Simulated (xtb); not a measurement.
Br₄Hf, triplet, from a rough starting geometry (GFN-xTB shapes and energies of metal compounds can be far from the true ones) (the multiplicity is a formal guess); GFN2-xTB run with xtb.

Input for xtb:
```
$ xtb mol.xyz --gfn 2 --uhf 2 --opt vtight --json

# file mol.xyz
5

Hf    -0.04878949     0.00409073    -0.03583901
Br     1.95716927    -0.54233239    -1.42635566
Br     0.76497478     0.29691025     2.31562411
Br    -1.00101675     2.04636784    -0.80647548
Br    -1.68889164    -1.85366688    -0.10681542
```

Question: Predict the main parts of the log of this xtb run.

Answer: 
```
   ID    Z sym.   atoms
    1   72 Hf     1
    2   35 Br     2-5

           -------------------------------------------------
          |                Calculation Setup                |
           -------------------------------------------------

           -------------------------------------------------
          |                 G F N 2 - x T B                 |
           -------------------------------------------------

          ...................................................
          :                      SETUP                      :
          :.................................................:
          :  # basis functions                  50          :
          :  # atomic orbitals                  45          :
          :  # shells                           15          :
          :  # electrons                        32          :
          :  max. iterations                   250          :
          :  Hamiltonian                  GFN2-xTB          :
          :  restarted?                      false          :
          :  GBSA solvation                  false          :
          :  PC potential                    false          :
          :  electronic temp.          300.0000000     K    :
          :  accuracy                    1.0000000          :
          :  -> integral cutoff          0.2500000E+02      :
          :  -> integral neglect         0.1000000E-07      :
          :  -> SCF convergence          0.1000000E-05 Eh   :
          :  -> wf. convergence          0.1000000E-03 e    :
          :  Broyden damping             0.4000000          :
          :  net charge                          0          :
          :  unpaired electrons                  2          :
          ...................................................

 iter      E             dE          RMSdq      gap      omega  full diag
   1     -2.8584306 -0.285843E+01  0.459E+01    0.00       0.0  T
   2    -11.0975809 -0.823915E+01  0.314E+01    0.05       1.0  T
   3    -16.0996604 -0.500208E+01  0.176E+01    0.00       1.0  T
   4    -16.9108676 -0.811207E+00  0.151E+01    0.00       1.0  T
   5    -17.0955015 -0.184634E+00  0.136E+01    0.00       1.0  T
   6    -17.2850858 -0.189584E+00  0.122E+01    0.00       1.0  T
   7    -17.3310143 -0.459285E-01  0.119E+01    0.00       1.0  T
   8    -17.3775998 -0.465855E-01  0.115E+01    0.00       1.0  T
   9    -17.4254379 -0.478381E-01  0.111E+01    0.00       1.0  T
[...]
         :: total energy             -17.964919976076 Eh    ::
 * total energy  :   -17.9649200 Eh     change       -0.2333856E-08 Eh
 * total energy  :   -17.9672865 Eh     change       -0.2366514E-02 Eh
 * total energy  :   -17.9685905 Eh     change       -0.1304050E-02 Eh
 * total energy  :   -17.9685450 Eh     change        0.4550106E-04 Eh
 * total energy  :   -17.9690000 Eh     change       -0.4549805E-03 Eh
 * total energy  :   -17.9690068 Eh     change       -0.6812386E-05 Eh
 * total energy  :   -17.9690120 Eh     change       -0.5131935E-05 Eh
 * total energy  :   -17.9690148 Eh     change       -0.2820401E-05 Eh
 * total energy  :   -17.9690151 Eh     change       -0.3068946E-06 Eh
 * total energy  :   -17.9690157 Eh     change       -0.6533050E-06 Eh
 * total energy  :   -17.9690158 Eh     change       -0.8043634E-07 Eh
   *** GEOMETRY OPTIMIZATION CONVERGED AFTER 11 ITERATIONS ***
         :: total energy             -17.969015827216 Eh    ::
[...]
       ...                                ...                  ...
        45                          1.1682426              31.7895
      -------------------------------------------------------------
                  HL-Gap            0.0000002 Eh            0.0000 eV
             Fermi-level           -0.4014991 Eh          -10.9253 eV

     #   Z          covCN         q      C6AA      α(0)
     1  72 Hf       3.011     0.666   152.545    26.588
     2  35 Br       0.753    -0.166   189.024    22.165
     3  35 Br       0.753    -0.166   189.022    22.165
     4  35 Br       0.753    -0.166   189.026    22.165
     5  35 Br       0.753    -0.167   189.028    22.166

 Mol. C6AA /au·bohr⁶  :       4485.083611
 Mol. C8AA /au·bohr⁸  :     369916.488904
 Mol. α(0) /au        :        115.249433

Wiberg/Mayer (AO) data.
largest (>0.10) Wiberg bond orders for each atom

 ---------------------------------------------------------------------------
     #   Z sym  total        # sym  WBO       # sym  WBO       # sym  WBO
 ---------------------------------------------------------------------------
     1  72 Hf   3.123 --     5 Br   0.781     4 Br   0.781     2 Br   0.781
                             3 Br   0.780
     2  35 Br   0.980 --     1 Hf   0.781
     3  35 Br   0.980 --     1 Hf   0.780
     4  35 Br   0.980 --     1 Hf   0.781
     5  35 Br   0.981 --     1 Hf   0.781
 ---------------------------------------------------------------------------

Topologies differ in total number of bonds
Writing topology from bond orders to xtbtopo.mol

molecular dipole:
                 x           y           z       tot (Debye)
 q only:       -0.000      -0.000      -0.000
   full:       -0.001      -0.001      -0.000       0.003
molecular quadrupole (traceless):
                xx          xy          yy          xz          yz          zz
 q only:       -0.004      -0.003       0.001       0.000       0.004       0.002
  q+dip:       -0.009      -0.006       0.004      -0.000       0.012       0.005
   full:       -0.010      -0.006       0.007      -0.000       0.014       0.003

optimized geometry written to: xtbopt.xyz

           -------------------------------------------------
          | TOTAL ENERGY              -17.969015827216 Eh   |
          | GRADIENT NORM               0.000163368068 Eh/α |
          | HOMO-LUMO GAP               0.000006428360 eV   |
           -------------------------------------------------

normal termination of xtb
```
